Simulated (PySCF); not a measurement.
Atoms are numbered as in `[SiH3:1][SiH2:2][C:3]1=[CH:4][CH2:5][CH2:6][CH2:7][CH2:8]1` (H(Xn): hydrogen on atom n).

Method: shieldings: GIAO PBE0/pcSseg-1, GFN2-xTB geometry, in PySCF (no relativistic terms, one averaged value for each set of equivalent atoms, no solvent model, single conformer).

Question: List the cross peaks expected in HSQC, COSY and HMBC spectra.

Answer: 

HSQC (one-bond C–H):
| δH | δC |
| --- | --- |
| 6.51 (H(C4)) | 147.8 (C4) |
| 2.23 (H(C5)) | 32.0 (C5) |
| 2.13 (H(C8)) | 33.1 (C8) |
| 1.63 (H(C6)) | 25.7 (C6) |
| 1.63 (H(C7)) | 26.8 (C7) |

COSY cross peaks (H two or three bonds apart, from the bond graph; peaks can be absent where the dihedral angle is near 90°):
| δH | δH |
| --- | --- |
| 6.51 (H(C4)) | 2.23 (H(C5)) |
| 4.22 (H(Si2)) | 3.41 (H(Si1)) |
| 2.23 (H(C5)) | 1.63 (H(C6)) |
| 2.13 (H(C8)) | 1.63 (H(C7)) |
| 1.63 (H(C6)) | 1.63 (H(C7)) |

HMBC (two and three bonds, from the bond graph):
| δH | δC |
| --- | --- |
| 6.51 (H(C4)) | 138.8 (C3), 33.1 (C8), 32.0 (C5), 25.7 (C6) |
| 4.22 (H(Si2)) | 147.8 (C4), 138.8 (C3), 33.1 (C8) |
| 3.41 (H(Si1)) | 138.8 (C3) |
| 2.23 (H(C5)) | 147.8 (C4), 138.8 (C3), 26.8 (C7), 25.7 (C6) |
| 2.13 (H(C8)) | 147.8 (C4), 138.8 (C3), 26.8 (C7), 25.7 (C6) |
| 1.63 (H(C6)) | 147.8 (C4), 33.1 (C8), 32.0 (C5), 26.8 (C7) |
| 1.63 (H(C7)) | 138.8 (C3), 33.1 (C8), 32.0 (C5), 25.7 (C6) |

Scale: $^{1}$H (σ = 31.72 ppm) and $^{13}$C (σ = 186.93 ppm) vs TMS (reference shieldings calculated alike).

Short H···H contacts in this conformer between protons four or more bonds apart (candidates for NOE cross peaks, intensity ∝ r⁻⁶): H(C6)···H(C8) 2.58 Å, H(C5)···H(C7) 2.62 Å, H(Si2)···H(C4) 2.65 Å.

Shifts are as computed. Against solution values, carbons near 30 ppm lie about +3 ppm off and those near 130 ppm about +5 ppm. Of 1211 compounds with measured shifts, 218 miss one by over three times the rms of a fit or turn the order of signals round; such compounds aren't used in these exercises.
